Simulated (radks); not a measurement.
Task: These are the eigenvalues of the occupied orbitals of an atom or ion with whole-number occupations (Ry). All-electron calculation, non-relativistic Kohn-Sham, PBE, spin-polarised, spherical densities, point nucleus. Program: a radial shooting solver on a logarithmic mesh with Libxc functionals.

orbital  eigenvalue
1s up     -4299.331
1s down   -4299.326
2s up     -701.3741
2s down   -701.3681
2p up     -671.0117
2p down   -671.0045
3s up     -159.1698
3s down   -159.1676
3p up     -145.2548
3p down   -145.2514
3d up     -119.3264
3d down   -119.3215
4s up     -32.39063
4s down   -32.38342
4p up     -26.69449
4p down   -26.68648
4d up     -16.38540
4d down   -16.37497
5s up      -5.86407
5s down    -5.75185
5p up      -4.30607
5p down    -4.18578
4f up      -3.26454
4f down    -3.23663
5d up      -2.05306

Which element is it, and in what charge state? The configuration may be excited. Open shells, if any, are filled with parallel spins first.

Result: Z = 71, lutetium, charge +3: Lu3+ in [Kr] 4d10 4f14 5s2 5p5 5d1. The list shows which subshells hold electrons but not how many an open one holds; the 1s level, -2149.7 hartree, gives Z - s = 65.6 by -(Z - s)^2/2, which with screening narrows Z to a few neighbours, and the depths of the outer levels then fix element, charge and occupations together.
